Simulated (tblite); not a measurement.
Compound: C8H5NS.
SMILES with atom numbers: `[CH:1]#[C:2][c:3]1[cH:4][s:5][c:6]2[cH:7][cH:8][nH:9][c:10]12` (hydrogens: H11 on C1; H12 on C4; H13 on C7; H14 on C8; H15 on N9)

Level: GFN2-xTB in tblite, geometry and Hessian alike; calculated harmonic values, unscaled, isolated species. The method is semi-empirical: single wavenumbers can be off by several per cent or more.

Harmonic wavenumbers (cm⁻¹): 105.0, 114.6, 221.7, 244.7, 339.0, 347.7, 437.8, 485.3, 499.8, 515.8, 533.7, 583.3, 618.2, 623.8, 662.1, 688.7, 725.8, 768.8, 808.3, 844.4, 873.3, 949.2, 1065.8, 1111.8, 1123.9, 1172.8, 1226.9, 1326.6, 1406.8, 1408.1, 1492.8, 1515.8, 1546.8, 2256.0, 3159.6, 3161.5, 3184.4, 3399.5, 3489.0.

A = 1803, B = 1171, C = 710.1 MHz; mass 147.014 u (most abundant isotopes); point group Cs, symmetry number 1.

**Question.** Zero-point energy?

**Answer.** ½Σν̃ = 22520 cm⁻¹ = 269.40 kJ/mol.

**Question.** Give the ideal-gas entropy at 400 K and 1 bar in the rigid-rotor, harmonic-oscillator model (classical rotation).

**Answer.** Translation 177.20, rotation 128.14, vibration 120.67: S = 426.0 J/(mol K).

**Question.** And Cp and H(400 K) − H(0)?

**Answer.** Cp = 184.37 J/(mol K), of which vibrations give 151.11 (their classical limit is 39 R = 324.3); H(400 K) − H(0) = 41.67 kJ/mol without the zero-point energy, 28.37 from vibrations.

**Question.** Blend soft modes into free rotors: weight 1/[1 + (100 cm⁻¹/ν̃)⁴] for the oscillator and the rest for a rotor with moment μB/(μ + B), μ = h/(8π²ν), B = 10⁻⁴⁴ kg m². What vibrational entropy results?

**Answer.** 117.96 J/(mol K) in place of 120.67, which changes −T·S at 400 K by +1.09 kJ/mol.

**Question.** Which modes carry the vibrational entropy at 400 K?

**Answer.** 105.0 cm⁻¹: 16.46; 114.6 cm⁻¹: 15.74; 221.7 cm⁻¹: 10.41; 244.7 cm⁻¹: 9.64; 339.0 cm⁻¹: 7.16; 347.7 cm⁻¹: 6.98 J/(mol K); the other 33 give 54.28 together.

**Question.** What must be added to the electronic energy to get the Gibbs energy at 400 K and 1 bar?

**Answer.** ZPE + [H(400 K) − H(0)] − T·S = 269.40 + 41.67 − 170.41 = 140.66 kJ/mol.

Hindered rotation and anharmonicity are outside this model.

Time: 0.6 s of wall time. Hardware: one thread of an Arm Neoverse V1, on a shared host. This covers the Hessian and the dipole derivatives.
